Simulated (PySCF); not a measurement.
## Zn (zinc, neutral) across methods

[Ar] 3d9 4s2 5s1, high-spin 3D determinant (an excited configuration). Calculation: PySCF 2.14, in x2c-TZVPPall with one added diffuse shell each of s, p, d, f type (7s6p5d3f1g, 80 functions); the spin-free X2C one-electron Hamiltonian (Gaussian nucleus).

```
 method  E (hartree)  mean ε 4s α (eV)  mean ε 4s β (eV)  mean ε 5s α (eV)  Σ⟨r²⟩ (bohr²)   ⟨S²⟩
 PBEsol    -1793.673           -11.961           -11.699            -1.790          81.72  2.000
   PBE0    -1795.131           -12.823           -12.528            -2.104          82.64  2.001
 r2SCAN    -1795.345           -12.147           -12.001            -1.756          82.47  2.001
    PBE    -1795.120           -11.929           -11.656            -1.816          81.97  2.000
    UHF  -1793.81656           -14.677           -14.252            -2.657          84.82  2.001
   PW91    -1795.547           -12.022           -11.743            -1.821          81.79  2.001
 revPBE    -1795.281           -11.852           -11.595            -1.829          82.86  2.001
wB97M-V    -1795.235           -14.915           -14.605            -2.518          77.77  2.001
```

(1) Estimate the same row for LDA.

The outer electron is Rydberg-like, and this basis confines it to a smaller radius and binds it less than a complete one would.

Answers

(1) E (hartree) = -1792.353; mean ε 4s α (eV) = -12.170; mean ε 4s β (eV) = -11.912; mean ε 5s α (eV) = -1.774; Σ⟨r²⟩ (bohr²) = 79.83; ⟨S²⟩ = 2.000.
